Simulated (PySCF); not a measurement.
GeH4S2, SMILES [SH][GeH2][SH]. Heavy atoms are numbered as in [GeH2:1]([SH:2])[SH:3]. Hydrogens are named by the atom that carries them.

Coordinates come from a B3LYP-D3(BJ)/def2-SVP optimisation. The values are those of a single conformer.

Method: PySCF with PBE0/pcSseg-1.

GIAO shieldings, no solvent; atoms alike by connectivity are averaged. δ = σ(ref) − σ: ⁷³Ge against GeH4 (σ = 1658.3 ppm); ³³S against H2S (σ = 716.7 ppm); ¹H against TMS (σ = 31.56 ppm), references at their B3LYP-D3(BJ)/def2-TZVP geometries, non-relativistic.

```json
[
 {"nucleus": "⁷³Ge", "atoms": "Ge1 (GeH2)", "count": "1", "δ (ppm)": "307.9"},
 {"nucleus": "³³S", "atoms": "S2 (SH)", "count": "2", "δ (ppm)": "49.1"},
 {"nucleus": "¹H", "atoms": "H on Ge1", "count": "2", "δ (ppm)": "5.83"},
 {"nucleus": "¹H", "atoms": "H on S2", "count": "2", "δ (ppm)": "1.10"}
]
```
